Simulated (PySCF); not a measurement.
SMILES FC(F)(F)c1ccccc1[Si](Cl)(Cl)Cl (GFN2-xTB optimised geometry):

```
18

F     -1.444    -2.441    -0.767
C     -1.948    -1.477     0.020
F     -2.033    -2.000     1.257
F     -3.212    -1.301    -0.391
C     -1.150    -0.200     0.000
C     -1.873     0.986     0.024
C     -1.219     2.204     0.029
C      0.163     2.230     0.012
C      0.878     1.047     0.000
C      0.250    -0.200     0.000
Si     1.352    -1.762    -0.028
Cl     3.212    -1.162     0.513
Cl     0.790    -3.172     1.293
Cl     1.452    -2.476    -1.911
H     -2.952     0.952     0.033
H     -1.789     3.120     0.045
H      0.690     3.172     0.012
H      1.955     1.089    -0.005
```

Level of theory: PBE/def2-SVP run with PySCF.

**Question.** What are the frontier orbital energies and the dipole moment?

**Answer.** HOMO-2 -7.62 eV, HOMO-1 -7.09 eV, HOMO -7.05 eV, LUMO -2.32 eV, LUMO+1 -1.84 eV; dipole moment 3.15 D.

Meta-Löwdin charges at PBE/def2-SVP: F1 -0.24, C2 0.69, F3 -0.24, F4 -0.24, C5 -0.03, C6 -0.10, C7 -0.09, C8 -0.09, C9 -0.08, C10 -0.22, Si11 0.83, Cl12 -0.24, Cl13 -0.21, Cl14 -0.22, H15 0.12, H16 0.12, H17 0.12, H18 0.11.
